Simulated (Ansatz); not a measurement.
# A geometry optimisation of CuH2Si2Sn with r2SCAN-D4/def2-SVP

The starting geometry of this gas-phase doublet was optimised with GFN2-xTB.

```yaml
atoms:
  - { symbol: Cu, position_ang: [1.5172, -1.2741, 0.6129] }
  - { symbol: Si, position_ang: [-1.9303, 1.5423, 1.0394] }
  - { symbol: Si, position_ang: [0.0670, 0.4671, 0.3327] }
  - { symbol: Sn, position_ang: [-0.7866, 2.6480, -0.7858] }
  - { symbol: H, position_ang: [-2.7346, 0.9887, 2.1361] }
  - { symbol: H, position_ang: [2.5539, -2.4586, 0.7647] }
```

Where would you expect an optimisation with r2SCAN-D4/def2-SVP to take it?

A new bond forms, giving a structure given below by its coordinates. Contacts that close: Cu1–Si2 (4.47 → 2.40 Å).

The energy falls by 0.83 eV over 22 steps:

```
step  E − E(last) (eV)
   1             0.826
   3             0.719
   6             0.609
   8             0.589
  10             0.582
  13             0.516
  15             0.171
  17             0.009
  20             0.000
  22             0.000
```

Final geometry (Å):

```xyz
6

Cu    0.6262   -0.8884    1.0058
Si   -1.0973    0.7858    0.9914
Si    0.6785    0.8322   -0.4265
Sn   -1.1063    2.7715   -0.6248
H    -2.0808    0.4134    2.0617
H     1.6664   -2.0012    1.0926
```

Frequencies at the end are all real (lowest 35 cm⁻¹). Open shells are spin-unrestricted. Atoms past krypton carry core potentials, without spin–orbit terms. Run with Ansatz 0.2.0, 3.1 min on 2 threads of Intel(R) Xeon(R) 6975P-C (Granite Rapids), on a shared host.
